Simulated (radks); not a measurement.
Values are calculated unless marked as measured or tabulated.
Zn3+, configuration [Ne] 3s1 3p6 3d10 (not the ground configuration).

Code: a radial shooting solver on a logarithmic mesh with Libxc functionals. Model: Dirac Kohn-Sham, exchange-only B88, spin-unpolarised, spherical densities, point nucleus.

Energy parts (eV):
part                   energy
total              -48658.610
kinetic             49590.751
electron-nucleus  -116324.541
Hartree             19958.913
exchange            -1883.733

Orbitals (lengths in bohr, moments of r in powers of bohr):
orbital	occ.	eigenvalue (eV)	<1/r>	<r>
1s1/2	2	-9573.089	30.23	0.05030
2s1/2	2	-1201.465	6.623	0.2259
2p1/2	2	-1063.825	6.583	0.1958
2p3/2	4	-1039.887	6.425	0.1992
3s1/2	1	-170.8983	2.109	0.6767
3p1/2	2	-127.0793	1.982	0.6980
3p3/2	4	-123.9462	1.944	0.7083
3d3/2	4	-50.7821	1.613	0.8132
3d5/2	6	-50.3823	1.603	0.8181

The highest occupied level is 3d5/2 at -50.382 eV. The density falls to 0.001 e/bohr^3 at r = 2.63 bohr. Summed over all electrons, <r^2> = 12.96 bohr^2, which gives a Langevin (diamagnetic) susceptibility term of -10.3 x 10^-6 cm^3/mol.
